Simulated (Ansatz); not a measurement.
One change: `C=C[CH2][SnH3]` becomes `C=CCC=C`.

Ansatz, PBE0-D4/def2-TZVP geometries, multiplicity 1. Each molecule was computed in one conformer, which needn't be the lowest.

Elements past krypton have def2 core potentials.

| property | `C=C[CH2][SnH3]` |
| --- | --- |
| HOMO–LUMO gap (B3LYP/def2-TZVPP) / eV | 6.30 |
| HOMO energy (B3LYP/def2-TZVPP) / eV | -6.68 |
| HOMO–LUMO gap (PBE0/def2-TZVPP) / eV | 6.74 |
| HOMO–LUMO gap (PBE/def2-TZVPP) / eV | 4.81 |
| ideal-gas entropy at 298 K and 1 bar (rigid rotor, harmonic PBE0-D4/def2-TZVP) / J/(mol·K) | 348 |
| LUMO energy (B3LYP/def2-TZVPP) / eV | -0.38 |

(1) Give the same properties after the change, and the shifts. (Estimate.)

Answers

(1) The calculation gave: 
```
                                                                                  property  `C=CCC=C`  shift
                                                     HOMO–LUMO gap (B3LYP/def2-TZVPP) / eV       6.77   0.47
                                                       HOMO energy (B3LYP/def2-TZVPP) / eV      -7.16  -0.48
                                                      HOMO–LUMO gap (PBE0/def2-TZVPP) / eV       7.22   0.48
                                                       HOMO–LUMO gap (PBE/def2-TZVPP) / eV       5.11   0.30
ideal-gas entropy at 298 K and 1 bar (rigid rotor, harmonic PBE0-D4/def2-TZVP) / J/(mol·K)        313    -35
                                                       LUMO energy (B3LYP/def2-TZVPP) / eV      -0.39  -0.01
```

The zero-point energy changes by 61.9 kJ/mol with +3 modes.

B3LYP here is the variant with VWN-RPA as its local correlation; programs differ in this.
